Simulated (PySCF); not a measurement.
B(OH)(SH)2 (BH3OS2), SMILES OB(S)S. Geometry: TPSSh-D3(BJ)/def2-SVP. One conformer was computed; it need not be the lowest.

Task: Give the equilibrium geometry at TPSSh-D3(BJ)/def2-SVP (PySCF confirms it by a frequency run) as Cartesian coordinates in Å, and its point group. (The exact figures need the calculation; the answer reports its results.)

Result: Several could match; the one computed here: point group Cs.
```xyz
7

B      0.3984     0.0016     0.0000
O      1.7583     0.0317     0.0000
H      2.1868    -0.8346     0.0000
S     -0.6324    -1.5135     0.0000
H      0.3704    -2.4221     0.0000
S     -0.4254     1.6283     0.0000
H     -1.6916     1.1575     0.0000
```
Charge 0, spin multiplicity 1.
